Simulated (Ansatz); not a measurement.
Conformers of CH8FNOSi2 (`CN([SiH2]O)[SiH2]F`), each relaxed with PBE0-D4/def2-TZVP in Ansatz. CBS adds the triple-zeta coupled-cluster correction to the MP2 limit.

Not all of them had a frequency check.

Conformer A:

```xyz
14

C     1.364    0.224    1.077
N     0.339    0.022    0.054
Si   -0.659   -1.389    0.176
O    -2.040   -1.130   -0.672
Si    0.018    1.213   -1.126
F    -1.326    2.028   -0.783
H     2.158   -0.526    1.006
H     1.832    1.204    0.964
H     0.940    0.171    2.085
H    -0.891   -1.631    1.628
H    -0.050   -2.590   -0.441
H    -2.604   -0.403   -0.400
H    -0.217    0.620   -2.459
H     1.133    2.189   -1.111
```

Conformer B:

Cartesian coordinates in Å:
```
C -1.554 -0.307 0.113
N -0.146 0.079 0.255
Si 1.027 -1.162 -0.005
O 1.009 -1.778 -1.530
Si 0.221 1.730 0.491
F 0.088 2.578 -0.865
H -1.727 -1.293 0.553
H -1.865 -0.346 -0.934
H -2.203 0.404 0.633
H 0.694 -2.330 0.841
H 2.343 -0.562 0.328
H 1.258 -1.195 -2.249
H -0.766 2.320 1.425
H 1.622 1.862 0.943
```

Which is lowest in electronic energy at CCSD(T)/CBS (frozen core, def2 sets), and by how much? (Best estimate.)

The calculation gave: B; A lies 8.2 kJ/mol higher.

Give the energies relative to B (kJ/mol) with PBE0-D4/def2-TZVPP, B3LYP-D4/def2-TZVPP, ωB97M-V/def2-TZVPP, PBE/def2-TZVPP, SCS-MP2/def2-TZVPP, CCSD/def2-TZVPP, CCSD(T)/def2-TZVPP. (An estimate is asked.)

The calculation gave: 
```csv
level,A
PBE0-D4/def2-TZVPP,7.2
B3LYP-D4/def2-TZVPP,6.9
ωB97M-V/def2-TZVPP,6.9
PBE/def2-TZVPP,8.5
SCS-MP2/def2-TZVPP,8.3
CCSD/def2-TZVPP,7.9
CCSD(T)/def2-TZVPP,8.1
```

B3LYP here is the variant with VWN-RPA as its local correlation; programs differ in this.
